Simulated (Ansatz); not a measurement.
Al2Si4P2H16⁺, that is (H2Al-mu-PSiH3)2 with one electron fewer, relaxed as a doublet with UKS PBE0-D4/def2-SVP in Ansatz, starting from the PBE0-D4/def2-SVP geometry of the neutral singlet. Force threshold 0.03 eV/Å.

The relaxation made no stability test and no search for a lower SCF solution.

Start:

Cartesian coordinates in Å:
```
Al 1.091 -1.359 -0.234
H 0.969 -2.186 -1.591
H 2.137 -1.681 0.925
P -1.129 -1.008 0.725
Si -2.740 -2.173 -0.316
Si -1.224 -1.474 2.917
Al -1.127 1.383 0.216
H -2.162 1.685 -0.957
H -1.020 2.223 1.566
P 1.103 1.035 -0.725
Si 1.249 1.485 -2.918
Si 2.735 2.152 0.334
H -4.075 -1.798 0.237
H -2.509 -3.636 -0.119
H -2.660 -1.825 -1.763
H -0.985 -2.933 3.132
H -2.564 -1.102 3.461
H -0.154 -0.671 3.576
H 0.161 0.721 -3.593
H 1.075 2.950 -3.150
H 2.583 1.053 -3.431
H 4.062 1.712 -0.189
H 2.572 3.621 0.114
H 2.612 1.827 1.783
```

```
step  energy (eV)  largest force component (eV/Å)  SCF passes
   1  -63490.3172                           0.743          19
   2  -63490.6715                           0.376          20
   3  -63490.7483                           0.072          20
   4  -63490.7536                           0.016          20
```

Force components are those of the run's own axes.

End:

Cartesian coordinates in Å:
```
Al 0.977 -1.218 -0.212
H 0.722 -1.932 -1.611
H 1.949 -1.394 1.036
P -1.247 -1.120 0.803
Si -2.855 -2.264 -0.325
Si -1.277 -1.538 3.038
Al -1.010 1.237 0.191
H -1.973 1.400 -1.065
H -0.766 1.962 1.586
P 1.224 1.142 -0.805
Si 1.304 1.550 -3.040
Si 2.848 2.243 0.344
H -4.156 -1.847 0.264
H -2.574 -3.707 -0.095
H -2.711 -1.868 -1.750
H -1.033 -2.998 3.190
H -2.629 -1.144 3.520
H -0.190 -0.708 3.619
H 0.196 0.759 -3.636
H 1.122 3.018 -3.205
H 2.647 1.099 -3.494
H 4.143 1.765 -0.213
H 2.632 3.693 0.091
H 2.660 1.870 1.771
```

By distances, no bond broke or formed. The bond that changes most is P10–Si12, from 2.24 to 2.27 Å (atoms count from 1).

No frequencies were taken in this run, so the end may be a saddle point.

Run time 18 s (4 threads of AMD EPYC 9R45 on a shared host), peak host memory 1.2 GiB.
